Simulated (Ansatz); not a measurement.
System: sum formula SiPH4 (charge 0, doublet). It need not be the lowest isomer of its formula. 
Structure (B3LYP-D3(BJ)/def2-TZVP (Ansatz, an electronic-structure program) minimum search):
```xyz
6

Si    -1.0291     0.0960     0.1960
P      1.1626    -0.1750    -0.2869
H     -1.8251    -0.8330    -0.6382
H     -1.4580     1.4879    -0.0877
H     -1.2885    -0.1975     1.6273
H      1.5394     0.8235     0.6571
```
Charge 0, spin multiplicity 2.

Basis-set convergence of Hartree-Fock and CCSD(T) correlation energies (hartree) with Ansatz. Cores are frozen in the correlated levels unless marked. UHF or UKS for open shells. Spin-orbit coupling is left out. No relativistic terms.

```json
[
 {"basis": "def2-SVP", "functions": "56", "E(HF)": "-631.77614", "E(corr, CCSD(T))": "-0.25353"},
 {"basis": "def2-TZVPP", "functions": "140", "E(HF)": "(withheld)", "E(corr, CCSD(T))": "(withheld)"}
]
```

Problem. Some entries are withheld; supply them.

Solution. 
- def2-TZVPP, E(HF): -631.99845
- def2-TZVPP, E(corr, CCSD(T)): -0.31646
